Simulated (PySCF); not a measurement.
# Broadened absorption spectrum of C7H8O2

C7H8O2.
SMILES: `CO[C@@H]1C[C@@H]1C#CC=O`

Method used: TDDFT PBE0/def2-SVPD, vertical, gas phase, core orbitals frozen in the response (PySCF). The structure is a single GFN2-xTB conformer in the gas phase; no vibrational or solvent corrections. Torsions of this conformer, `[CH3:1][O:2][C@@H:3]1[CH2:4][C@@H:5]1[C:6]#[C:7][CH:8]=[O:9]`: C1–O2–C3–C4 154°.

Computed states:

| state | E (eV) | f |
| --- | --- | --- |
| S1 | 3.82 | 0.0003 |
| S2 | 4.65 | 0.0053 |
| S3 | 4.89 | 0.278 |
| S4 | 5.95 | 0.041 |
| S5 | 6.22 | 0.0022 |
| S6 | 6.57 | 0.0027 |

Each state is given a Gaussian of 0.4 eV full width at half maximum, with ε(max) = 2.175×10⁸ f / Δν̃ (Δν̃ the width in cm⁻¹). The width is an assumption, not a result. The curve ends short of the highest state used, and states not computed would add to its high-energy end.

Question: What does the envelope look like, and where are its maxima?

Answer: 
```
E (eV)  ε (L mol⁻¹ cm⁻¹)
  3.22                 0
  3.34                 0
  3.46                 2
  3.58                 8
  3.70                16
  3.82                20
  3.94                16
  4.05                 9
  4.17                11
  4.29                72
  4.41               455
  4.53              2160
  4.65              7019
  4.77             14602
  4.89             18832
  5.01             14860
  5.13              7139
  5.25              2085
  5.37               378
  5.49               111
  5.61               377
  5.73              1204
  5.85              2353
  5.97              2816
```

Maxima: 325 nm (3.82 eV), ε about 20, made up of S1 (100%); 253 nm (4.89 eV), ε about 19000, made up of S3 (99%); 208 nm (5.95 eV), ε about 2800, made up of S4 (98%) (ε in L mol⁻¹ cm⁻¹; maxima over ε = 5, shares over 10%).

Question: On this curve, what absorbance would a 10⁻³ mol/L sample give at 266 nm over a 1 cm path?

Answer: 266 nm is 4.661 eV, where ε is about 7700 L mol⁻¹ cm⁻¹, so A = ε c l ≈ 7.7 (Beer–Lambert, with the gas-phase spectrum and the assumed width).

Question: What would ε be at 4.89 eV, the highest of these maxima, with half the width (0.2 eV)?

Answer: About 37400 L mol⁻¹ cm⁻¹ against 18800, a factor of about 1.98; a lone state at its own centre would give exactly 2.

Question: Coming from long wavelengths, where does ε first pass 100 L mol⁻¹ cm⁻¹?

Answer: At about 288 nm (4.31 eV), 0.49 eV above S1.
